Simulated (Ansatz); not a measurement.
`[NH2][Sn]([F])[Cl]` radical. The species carries charge 0 and has multiplicity 2. Sn: def2 effective core potential. Geometry: relaxed with PBE0-D4/def2-TZVP. It is one conformer, not always the lowest.

```xyz
6

N    -0.719    0.004   -0.818
Sn    0.935    0.118    0.377
F     0.384    1.479    1.624
Cl    1.003   -1.877    1.603
H    -0.614   -0.635   -1.600
H    -0.990    0.911   -1.187
```

Task: What is the dipole moment at PBE/def2-TZVPP? (Best estimate.)

Result: Computed: 4.10 D, with components (0.39, 0.38, -4.06) D in this frame, pointing from negative to positive charge.

Task: And with r2SCAN, B3LYP, ωB97M-V? (An estimate is asked.)

Result: Ansatz gave: r2SCAN 4.24 D, B3LYP 4.31 D, ωB97M-V 4.26 D.

Task: Give the Mulliken charges with PBE, B3LYP, r2SCAN in def2-TZVPP. (An estimate is asked.)

Result: The calculation gave: 
```tsv
atom	PBE	B3LYP	r2SCAN
N1	-0.43	-0.43	-0.45
Sn2	0.88	0.98	0.97
F3	-0.43	-0.48	-0.47
Cl4	-0.34	-0.36	-0.37
H5	0.15	0.14	0.16
H6	0.16	0.15	0.16
```

B3LYP here is the variant with VWN-RPA as its local correlation; programs differ in this.
